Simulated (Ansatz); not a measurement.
Steps of a relaxation of `CO[SiH2][SiH2]O` with RKS PBE-D4/def2-SVP.

```sh
$ ansatz run in.yaml --threads 4 --pin off --events-out ev --progress --plain --max-ram 10444MiB
```

```yaml
crystal:
  periodic: [false, false, false]
  atoms:
    - {symbol: C, position_ang: [-1.414700, 0.029100, 1.631900]}
    - {symbol: O, position_ang: [-0.437600, -0.932200, 1.132700]}
    - {symbol: Si, position_ang: [1.036600, -0.307800, 0.591600]}
    - {symbol: Si, position_ang: [0.943000, 0.068200, -1.733300]}
    - {symbol: O, position_ang: [-0.451400, 0.908800, -2.124500]}
    - {symbol: H, position_ang: [-1.682800, 0.717500, 0.842100]}
    - {symbol: H, position_ang: [-1.048900, 0.574400, 2.503300]}
    - {symbol: H, position_ang: [-2.306200, -0.529400, 1.906800]}
    - {symbol: H, position_ang: [2.110300, -1.373100, 0.870400]}
    - {symbol: H, position_ang: [1.368100, 0.949100, 1.255300]}
    - {symbol: H, position_ang: [0.864300, -1.239200, -2.470200]}
    - {symbol: H, position_ang: [2.161600, 0.779700, -2.183400]}
    - {symbol: H, position_ang: [-1.257100, 0.393600, -2.257600]}
basis:
  gaussian: {orbitals: def2-SVP}
hamiltonian: {xc: pbe, dispersion: d4}
relax: {f_tol: 0.03, max_steps: 200}
```

Positions (Å) and forces (eV/Å) along the path, 10 of 25 steps:

```xyz
13
step=1 energy=-20994.7680 eV
C    -1.415    0.029    1.632    0.960   -1.412   -0.599
O    -0.438   -0.932    1.133   -0.551    0.741    0.588
Si    1.037   -0.308    0.592    0.389   -1.289   -0.662
Si    0.943    0.068   -1.733   -0.279   -0.751    0.280
O    -0.451    0.909   -2.124   -0.111    0.876   -0.053
H    -1.683    0.718    0.842   -0.278    0.817   -0.662
H    -1.049    0.574    2.503    0.259    0.361    0.516
H    -2.306   -0.529    1.907   -0.565   -0.369    0.254
H     2.110   -1.373    0.870   -0.305    0.378    0.012
H     1.368    0.949    1.255    0.203    0.759    0.608
H     0.864   -1.239   -2.470    0.181   -0.241   -0.032
H     2.162    0.780   -2.183    0.222    0.369   -0.221
H    -1.257    0.394   -2.258   -0.124   -0.241   -0.028
13
step=3 energy=-20994.9404 eV
C    -1.406    0.004    1.513    0.206   -0.132    0.031
O    -0.362   -0.941    1.267   -0.117    0.290   -0.064
Si    1.102   -0.376    0.621    0.069    0.146    0.139
Si    0.896    0.043   -1.699    0.006   -0.049    0.064
O    -0.478    0.998   -1.973   -0.104    0.004   -0.064
H    -1.706    0.558    0.585    0.065   -0.108    0.211
H    -1.100    0.757    2.291   -0.137   -0.159   -0.234
H    -2.284   -0.562    1.899    0.031    0.129   -0.053
H     2.154   -1.406    0.921   -0.036   -0.057   -0.017
H     1.477    0.912    1.334    0.012   -0.059   -0.032
H     0.821   -1.277   -2.437   -0.037    0.046   -0.047
H     2.079    0.817   -2.229   -0.066   -0.043    0.042
H    -1.309    0.512   -2.126    0.107   -0.006    0.023
13
step=6 energy=-20994.9660 eV
C    -1.402    0.010    1.457   -0.028   -0.011    0.057
O    -0.308   -0.880    1.322    0.007    0.005   -0.014
Si    1.159   -0.361    0.662    0.007    0.001   -0.010
Si    0.867    0.068   -1.650   -0.016   -0.017   -0.001
O    -0.537    0.989   -1.914   -0.029   -0.017    0.006
H    -1.669    0.509    0.498    0.024   -0.004   -0.037
H    -1.196    0.813    2.203   -0.011   -0.007    0.002
H    -2.282   -0.567    1.810    0.003    0.021   -0.006
H     2.135   -1.481    0.893    0.002    0.001   -0.004
H     1.653    0.878    1.380    0.003   -0.001    0.002
H     0.774   -1.243   -2.404    0.008    0.010    0.010
H     2.025    0.852   -2.207   -0.005    0.003   -0.005
H    -1.332    0.452   -2.085    0.035    0.020    0.000
13
step=10 energy=-20994.9681 eV
C    -1.394    0.022    1.450   -0.007    0.006   -0.009
O    -0.293   -0.865    1.351    0.005   -0.001    0.000
Si    1.172   -0.361    0.676    0.003   -0.004    0.005
Si    0.849    0.072   -1.631   -0.013    0.016   -0.003
O    -0.581    0.963   -1.867    0.022   -0.006    0.011
H    -1.602    0.545    0.488    0.002   -0.007    0.009
H    -1.231    0.801    2.231    0.003    0.001    0.001
H    -2.294   -0.562    1.736   -0.001   -0.001   -0.002
H     2.136   -1.496    0.883   -0.002    0.002    0.000
H     1.702    0.864    1.391   -0.003    0.002   -0.003
H     0.766   -1.237   -2.387   -0.001    0.002    0.001
H     1.990    0.873   -2.203    0.001   -0.006   -0.004
H    -1.336    0.420   -2.152   -0.008   -0.003   -0.008
13
step=13 energy=-20994.9687 eV
C    -1.393    0.012    1.457    0.020    0.016   -0.028
O    -0.282   -0.866    1.356   -0.026   -0.008    0.039
Si    1.177   -0.348    0.681   -0.026   -0.042   -0.017
Si    0.838    0.063   -1.629    0.035    0.068    0.100
O    -0.586    0.971   -1.831   -0.027   -0.057   -0.024
H    -1.601    0.531    0.494   -0.022    0.006   -0.003
H    -1.234    0.793    2.237    0.002   -0.010    0.003
H    -2.288   -0.578    1.743    0.014   -0.011    0.002
H     2.150   -1.475    0.884    0.014   -0.006    0.005
H     1.697    0.878    1.400    0.002    0.015   -0.025
H     0.723   -1.249   -2.374   -0.003    0.014   -0.002
H     1.993    0.840   -2.206    0.007   -0.020   -0.049
H    -1.308    0.467   -2.246    0.011    0.036   -0.001
13
step=14 energy=-20994.9737 eV
C    -1.395    0.000    1.459   -0.030    0.007    0.005
O    -0.271   -0.863    1.380    0.025    0.009   -0.011
Si    1.182   -0.345    0.691   -0.011   -0.003    0.007
Si    0.834    0.064   -1.615   -0.008    0.016    0.008
O    -0.591    0.978   -1.792   -0.095   -0.092   -0.050
H    -1.613    0.496    0.486    0.003   -0.004    0.010
H    -1.252    0.798    2.226    0.007   -0.009   -0.010
H    -2.279   -0.600    1.756    0.011   -0.001   -0.002
H     2.160   -1.468    0.893    0.002    0.003   -0.002
H     1.707    0.892    1.389   -0.005   -0.001   -0.003
H     0.685   -1.248   -2.354    0.000   -0.001    0.006
H     1.993    0.808   -2.234    0.010   -0.013   -0.005
H    -1.275    0.526   -2.320    0.090    0.087    0.047
13
step=16 energy=-20994.9777 eV
C    -1.393   -0.003    1.463   -0.023    0.019   -0.003
O    -0.265   -0.862    1.389    0.034   -0.004   -0.008
Si    1.183   -0.342    0.694   -0.015    0.000    0.007
Si    0.826    0.058   -1.611   -0.007    0.029    0.026
O    -0.606    0.965   -1.765   -0.083   -0.110   -0.070
H    -1.608    0.491    0.488   -0.008   -0.007    0.005
H    -1.254    0.796    2.229    0.005   -0.006    0.001
H    -2.276   -0.606    1.758    0.004   -0.004    0.002
H     2.166   -1.462    0.895   -0.001    0.007   -0.003
H     1.707    0.898    1.387   -0.001   -0.001   -0.005
H     0.674   -1.255   -2.347   -0.004    0.002    0.003
H     1.983    0.799   -2.238    0.012   -0.017   -0.014
H    -1.251    0.564   -2.378    0.087    0.094    0.059
13
step=20 energy=-20994.9774 eV rejected
C    -1.417   -0.067    1.503    0.030   -0.038    0.008
O    -0.225   -0.846    1.463   -0.081    0.100   -0.050
Si    1.176   -0.287    0.709    0.068   -0.140   -0.098
Si    0.797   -0.018   -1.609   -0.054    0.137    0.025
O    -0.604    0.942   -1.686   -0.599    0.081   -1.294
H    -1.703    0.326    0.498    0.063   -0.031    0.108
H    -1.310    0.799    2.203   -0.050   -0.061   -0.073
H    -2.241   -0.714    1.876    0.068    0.064   -0.010
H     2.205   -1.369    0.880    0.000    0.021    0.080
H     1.686    0.990    1.340   -0.024    0.004   -0.013
H     0.573   -1.352   -2.286    0.005   -0.028    0.023
H     1.964    0.632   -2.326   -0.010   -0.033    0.038
H    -1.018    1.002   -2.600    0.584   -0.076    1.256
13
step=23 energy=-20995.0067 eV
C    -1.408   -0.086    1.507    0.004   -0.009   -0.002
O    -0.215   -0.856    1.469   -0.013    0.016   -0.017
Si    1.174   -0.293    0.699    0.014   -0.016    0.026
Si    0.772   -0.024   -1.611    0.040   -0.012   -0.002
O    -0.603    0.966   -1.709   -0.111    0.044   -0.228
H    -1.701    0.292    0.501    0.005   -0.011    0.006
H    -1.309    0.793    2.187   -0.004    0.000    0.005
H    -2.226   -0.728    1.896    0.001    0.006   -0.001
H     2.228   -1.340    0.922   -0.005   -0.001   -0.009
H     1.650    1.009    1.306   -0.008    0.004   -0.017
H     0.526   -1.361   -2.277   -0.001    0.003    0.013
H     1.963    0.591   -2.315   -0.004   -0.003    0.003
H    -0.965    1.074   -2.612    0.082   -0.022    0.223
13
step=25 energy=-20995.0075 eV
C    -1.410   -0.088    1.507   -0.010    0.018   -0.009
O    -0.215   -0.853    1.466    0.019   -0.014    0.003
Si    1.176   -0.291    0.699   -0.006    0.000   -0.005
Si    0.774   -0.024   -1.611    0.004    0.003    0.001
O    -0.595    0.975   -1.708   -0.001    0.000    0.000
H    -1.704    0.289    0.501   -0.001   -0.003    0.007
H    -1.313    0.789    2.187   -0.003   -0.002   -0.001
H    -2.224   -0.733    1.896   -0.002   -0.002    0.001
H     2.229   -1.339    0.924    0.000    0.001    0.000
H     1.648    1.016    1.298    0.001    0.000    0.000
H     0.516   -1.362   -2.270   -0.001    0.001    0.003
H     1.967    0.581   -2.320    0.000   -0.003   -0.001
H    -0.964    1.079   -2.603    0.000    0.001    0.002
```

Hardware: 4 threads of an Arm Neoverse V2 on a shared host. Wall time 30 s, peak host memory 0.16 GiB.
